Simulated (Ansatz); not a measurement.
Ansatz (a first-principles code) input:

Ansatz 0.2 input:
```yaml
crystal:
  periodic: [false, false, false]
  atoms:
    - {symbol: Si, position_ang: [-0.61958267, 0.64186618, 0.77921080]}
    - {symbol: Br, position_ang: [0.66414141, -0.66287452, -0.32448800]}
    - {symbol: F, position_ang: [-1.61897689, 1.57938686, 0.04979212]}
basis:
  gaussian:
    orbitals: def2-SVPD
total_charge: 1
magnetization: {spin_polarized: true, initial_magnetization: 1}
correlation: {method: ccsd_t, electrons: outside_noble_gas}
output: {forces: true}
```

Task: Predict the final energy.

Result: -2960.45508 Eh (CCSD(T)/def2-SVPD). The basis has 88 functions.
